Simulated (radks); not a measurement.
The zinc ion Zn+, configuration [Ar] 3d10 4s1. All-electron calculation, Dirac Kohn-Sham, LDA (Slater exchange, Perdew-Wang correlation), spin-unpolarised, spherical densities, finite nucleus; Fermi nuclear charge, rms radius 3.9283 fm. Program: a radial shooting solver on a logarithmic mesh with Libxc functionals.

Normalised radial functions P(r) = r R(r) (large component), r in bohr:

r,3d5/2,4p1/2
0.001917,0.0000,0.0004
0.002536,0.0000,0.0006
0.003355,0.0000,0.0010
0.004404,0.0000,0.0016
0.005827,0.0001,0.0025
0.00771,0.0001,0.0041
0.0102,0.0003,0.0066
0.01339,0.0006,0.0105
0.01772,0.0014,0.0168
0.02344,0.0031,0.0264
0.03077,0.0066,0.0401
0.04071,0.0139,0.0594
0.05387,0.0285,0.0840
0.07071,0.0555,0.1103
0.09355,0.1055,0.1331
0.1238,0.1902,0.1388
0.1638,0.3211,0.1114
0.215,0.4956,0.0418
0.2844,0.7066,-0.0676
0.3764,0.9037,-0.1796
0.494,1.0210,-0.2351
0.6536,1.0187,-0.1891
0.8648,0.8959,-0.0338
1.135,0.7062,0.1820
1.502,0.4923,0.4065
1.987,0.3007,0.5664
2.629,0.1552,0.6080
3.451,0.0655,0.5193
4.567,0.0197,0.3392
6.042,0.0038,0.1603
7.931,0.0005,0.0528
10.49,0.0000,0.0103

3d5/2: eigenvalue -19.976 eV, 0 radial nodes, <r> = 0.901 bohr, 90 % of the charge inside 1.59 bohr. 4p1/2 (empty): eigenvalue -8.083 eV, 2 radial nodes at r = 0.241, 0.906 bohr, <r> = 3.06 bohr, 90 % of the charge inside 4.68 bohr.
